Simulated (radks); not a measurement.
Isoelectronic series with 23 electrons, each ion in its NIST ground configuration. Calculated with a radial shooting solver on a logarithmic mesh with Libxc functionals: Dirac Kohn-Sham, PBE, spin-unpolarised, spherical densities, finite nucleus; open shells are shared between the two j in proportion to 2j + 1; Fermi nuclear charge, rms radius of each element as measured or else 0.836 A^(1/3) + 0.57 fm. Total energies (hartree) and orbital eigenvalues (eV) (* marks an orbital that is empty in some or all of the ions):

ion	configuration	E (hartree)	4s1/2*	3d5/2
V	[Ar] 3d3 4s2	-949.01450	-4.7018	-5.1392
Fe3+	[Ar] 3d5	-1270.29749	-31.2956	-43.1418
Cu6+	[Ar] 3d5	-1643.14890	-79.0905	-121.7413
Ge9+	[Ar] 3d5	-2067.53227	-143.8994	-230.1393
Br12+	[Ar] 3d5	-2543.87955	-225.1886	-366.9353
Sr15+	[Ar] 3d5	-3072.76718	-322.8354	-531.5987
Nb18+	[Ar] 3d5	-3654.87886	-436.8727	-723.8692
Ru21+	[Ar] 3d5	-4290.99801	-567.4180	-943.6034
Ag24+	[Ar] 3d5	-4982.01530	-714.6468	-1190.719
Sn27+	[Ar] 3d5	-5728.91941	-878.7802	-1465.169
I30+	[Ar] 3d5	-6532.81973	-1060.082	-1766.931
Ba33+	[Ar] 3d5	-7394.9493	-1258.855	-2095.995
Pr36+	[Ar] 3d5	-8316.6827	-1475.447	-2452.367
